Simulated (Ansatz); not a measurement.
Energy needed to pull apart GeH₂O (SMILES [OH][GeH]), closed shell, into free ground-state atoms, from the structure below (displaced at random from a GFN2-xTB minimum); no zero-point or spin–orbit terms; open-shell atoms are treated unrestricted, in their ground-state multiplicity.

O1  (-0.071, -0.648, 0.491)
Ge2  (0.535, 0.566, -0.639)
H3  (0.493, -1.349, 0.771)
H4  (-0.901, 1.344, -0.621)
(Å)

Ansatz 0.2.0; basis: def2-TZVPP; cores frozen in the correlated methods. Filled d shells of the heavier atoms are correlated. The def2 sets are not built for correlating such inner shells, so the correlated values are less sure here.

```
   method  atomization energy (kJ/mol)
    SPW92                         1372
   PBE-D4                         1191
r2SCAN-D4                         1169
  PBE0-D4                         1146
 BHLYP-D4                            ?
  wB97M-V                         1171
       HF                            ?
      MP2                         1158
     CCSD                         1121
  CCSD(T)                         1144
```

(1) What does BHLYP-D4 give? (Judge from chemistry; the value comes from the calculation.)

(2) What does HF give? (Judge from chemistry; the value comes from the calculation.)

No T1 diagnostic of these runs exceeds 0.016.

Answers

(1) By the calculation: 1111 kJ/mol, which is about 33 kJ/mol less than CCSD(T)/def2-TZVPP.

(2) By the calculation: 754 kJ/mol, which is about 390 kJ/mol less than CCSD(T)/def2-TZVPP.

In triple zeta the MP2 and coupled-cluster atomization energies are still short of their basis limit by a few kcal/mol a bond, whereas those of the functionals are nearly converged, so these differences are not deviations from converged CCSD(T).

For scale, one of the runs: CCSD(T)/def2-TZVPP forces, 107 basis functions (an equivalent command: `ansatz run in.yaml --threads 4`). Time: 14 s of wall clock on 4 CPU threads; the host was shared. Peak host memory: 0.6 GiB.
